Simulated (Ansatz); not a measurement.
C2H2, charge +1, doublet, geometry from GFN2-xTB (a state made from the parent by changing its charge; the spin is typed, not shown lowest). Base run: B3LYP/cc-pVDZ (Ansatz, a program for electronic structure).

Geometry (Å):
```xyz
4

C     -0.0055     0.0321     0.6123
C     -0.0171     0.0449    -0.6113
H      0.0521    -0.2136    -1.6662
H      0.0836    -0.2485     1.6601
```
Charge +1, spin multiplicity 2.
Orbitals are unrestricted.
All else is at Ansatz's defaults.
Base energy -76.91771 Eh.

Each row names what was changed in the base input (with any setting that the change needs).

```tsv
change	ΔE vs base (mEh)
base	0.000
final_grid = 4, 8, 17	0.078
accuracy = high	0.000
point_charge = charge:-1.0 position_ang:-3.9416, -0.1325, 2.4565	-114.0
point_charge = charge:0.5 position_ang:1.8963, -3.0158, -3.1301	56.878
lower_state_search = off	0.000
fitting.mean_field = cc-pVTZ-JKFIT	-0.024
final_grid = 10, 20, 41	0.000
lower_state_search = light	0.000
nuclear_model = gaussian	0.007
fitting.mean_field = def2-universal-JKFIT	-0.015
```
